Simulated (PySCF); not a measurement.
B(Cl)(H)(SeH) (BClH₂Se), SMILES ClB[SeH].

Coordinates come from a B3LYP-D3(BJ)/def2-TZVP optimisation. Other conformers were not sampled.

All values below come from TDDFT-B3LYP/def2-SVPD (PySCF).

Vertical excitations. Gas-phase values at a fixed geometry. State labels are in the subgroup Cs.

**Question.** Give excitation energies, oscillator strengths and character. (The exact figures need the calculation; the answer reports its results.)

**Answer.** 
| state | symmetry | energy (eV) | λ (nm) | f | main pairs |
|---|---|---|---|---|---|
| S1 | A" | 5.37 | 231 | 0.000 | HOMO−1→LUMO 99 % |
| S2 | A' | 5.42 | 229 | 0.172 | HOMO→LUMO 95 % |
| S3 | A" | 5.89 | 211 | 0.006 | HOMO→LUMO+1 97 % |
| S4 | A" | 6.75 | 184 | 0.046 | HOMO→LUMO+2 94 % |
| S5 | A' | 6.96 | 178 | 0.001 | HOMO−1→LUMO+1 98 % |
| S6 | A" | 6.98 | 178 | 0.004 | HOMO−2→LUMO 96 % |
| S7 | A" | 7.32 | 169 | 0.008 | HOMO→LUMO+3 94 % |
| S8 | A' | 7.57 | 164 | 0.066 | HOMO−3→LUMO 93 % |
| S9 | A" | 7.60 | 163 | 0.010 | HOMO→LUMO+4 98 % |
| S10 | A' | 7.71 | 161 | 0.144 | HOMO−1→LUMO+2 85 % |
| T1 | A' | 4.18 | 297 | 0 | HOMO→LUMO 99 % |
| T2 | A" | 5.04 | 246 | 0 | HOMO−1→LUMO 97 % |
| T3 | A" | 5.48 | 226 | 0 | HOMO→LUMO+1 94 % |
| T4 | A' | 6.41 | 193 | 0 | HOMO−3→LUMO 96 % |
Triplets are in the Tamm–Dancoff approximation, which puts them higher than full response would, so one can lie above its singlet here.
